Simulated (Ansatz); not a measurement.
The cluster Ge₂Sb (the lowest doublet isomer of a short search). Total charge 0; doublet. Geometry PBE0-D4/def2-TZVP, basis def2-TZVP, Ansatz.

Cartesian coordinates in Å:
```
Sb -1.2124 0.8179 -0.0161
Ge -0.1170 -1.4761 0.0582
Ge 1.3294 0.6582 -0.0421
```

```
run  HOMO (eV)  LUMO (eV)
  A      -6.25      -3.69
  B      -5.30      -4.40
  C      -5.69      -4.20
  D      -5.19      -4.58
  E      -6.74      -2.99
  F      -5.47      -4.39
```

In the def2 sets Sb takes a core potential; there is no spin–orbit coupling. HSE06 is defined as in plane-wave codes, on full-range PBE exchange. The structure comes from a short search, and lower isomers may exist.

HOMO and LUMO are taken over both spins.

Task: The runs used B97M-V, BHLYP, HSE06, PBE, r2SCAN, r2SCAN0. Estimate which is which.

Result: A r2SCAN0 (25 % exact exchange); B B97M-V (0 % exact exchange); C HSE06 (range-separated); D PBE (0 % exact exchange); E BHLYP (50 % exact exchange); F r2SCAN (0 % exact exchange). Exact exchange lowers occupied and raises empty levels; among semilocal functionals meta-GGAs tend to open the gap a little, and such runs are hard to tell apart. The gap grows from 0.61 eV (PBE) to 3.75 eV (BHLYP).
